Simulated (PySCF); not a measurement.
```xyz
3
charge -1 multiplicity 2, angstrom
Pb    0.0000    0.0000   -0.4760
Se    2.3083    0.0000    0.6153
Se   -2.3083    0.0000    0.6153
```

Method: UPBE0/[Pb def2-SVPD with ECP60, Se def2-SVPD], scalar-relativistic core potentials, density fitting, no spin–orbit coupling, PySCF.

This geometry of [PbSe2]- is a stationary point at this level.

Problem. What is the point group?

Solution. C2v.

Problem. Is it a minimum?

Solution. Yes: all harmonic wavenumbers are real, though the softest, 58 cm⁻¹, leaves little margin.

Problem. What are the dipole moment and the gap between the highest occupied and lowest empty levels of either spin?

Solution. 3.25 D about the centre of mass and 2.15 eV.

Problem. Give the atomic charges and bond orders.

Solution. 
```csv
atom,Mulliken,Löwdin,polar tensor,spin (Mulliken),Mayer order to Pb1
Pb1,0.64,0.14,0.38,0.16,–
"Se2,3",-0.82,-0.57,-0.69,0.42,1.34
```

Problem. Give the ideal-gas entropy at 298.15 K and 1 bar by parts.

Solution. translation 182.5, rotation 118.8, vibration 36.4, spin 5.8; total 343.5 J/(mol K).

Only a few start shapes were tried, so a lower isomer may exist. The lowest empty level of this anion is unbound, so it and the gap depend on the basis. Spin–orbit coupling, left out here, can matter for elements this heavy.
